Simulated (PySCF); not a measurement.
Problem. Give a GFN2-xTB geometry of `CSc1ccon1`.

Solution. 
Z-matrix in Å and degrees, rows numbered from 1:
```
C 
S   1  1.8132
C   2  1.7315  1   99.38
C   3  1.4242  2  126.49  1  -179.71
C   4  1.3581  3  103.01  2   179.96
O   5  1.3361  4  110.21  3     0.01
N   3  1.3110  2  122.81  1     0.24
H   1  1.0849  2  108.96  3    60.33
H   1  1.0847  2  108.92  3   -59.90
H   1  1.0849  2  106.69  3  -179.77
H   4  1.0681  3  127.36  2    -0.04
H   5  1.0716  4  132.78  3  -179.91
```

The C–S distances run from 1.731 Å (S2–C3, drawn single) to 1.813 Å (C1–S2, drawn single), a spread of 0.082 Å. The 5-membered ring C3–C4–C5–O6–N7 has internal angles of 103.0° to 110.7° (sum 540°, against 540° for a flat polygon); it is planar, 0.00 Å rms from its mean plane, widest ring torsion 0°. The 7 heavy atoms lie in one plane (0.002 Å rms). The C–C distances run from 1.358 Å (C4–C5, aromatic) to 1.424 Å (C3–C4, aromatic), a spread of 0.066 Å.

The geometry is computed with GFN2-xTB (gas phase).

Point group: Cs (tolerance 0.08 Å). No GFN2-xTB frequencies stand behind this structure, so it isn't proved a minimum. The numbers are those of one conformer (C1–S2–C3–C4 180°).
